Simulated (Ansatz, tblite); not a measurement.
Forces on HfAl6 at its r2SCAN-D4/def2-SVP geometry. Charge 0, multiplicity 1.

In the def2 sets Hf takes a core potential; there is no spin–orbit coupling. The xTB rows come from tblite. The restricted singlet is unstable towards broken spin symmetry in Hartree–Fock (as tested in another run); at PBE-D4/def2-TZVP this wasn't settled. Another isomer (singlet) lies 0.82 eV lower at PBE0-D4/def2-TZVP; other spin states weren't run for this one.

GFN1-xTB (tblite), largest force 1.97 eV/Å:

```xyz
7
positions Å, forces eV/Å
Hf   -0.257   -0.164   -1.758    0.455    0.082   -1.670
Al    0.236    1.568    0.455   -0.426    1.625   -0.077
Al    2.318   -0.058   -0.760    0.198   -0.230   -0.420
Al   -2.169    1.005   -0.167   -0.607    0.616    0.328
Al   -2.203   -1.558   -0.294   -0.631   -0.538   -0.106
Al    0.089   -1.086    0.740    0.126   -1.659    1.059
Al    1.987    0.293    1.783    0.886    0.105    0.886
```

GFN2-xTB (tblite), largest force 1.71 eV/Å:

```
Hf 0.318 0.081 -1.678
Al 0.088 0.359 -0.291
Al -0.124 0.117 0.148
Al -0.356 0.338 0.476
Al -0.740 -0.589 0.028
Al 0.036 -0.414 0.506
Al 0.778 0.107 0.810
```

PBE-D4/def2-TZVP (Ansatz), largest force 0.22 eV/Å:

```
Hf -0.065 0.009 0.000
Al -0.030 0.148 0.019
Al 0.149 -0.036 -0.155
Al -0.097 0.179 -0.059
Al -0.065 -0.194 -0.033
Al 0.002 -0.110 0.045
Al 0.107 0.005 0.183
```
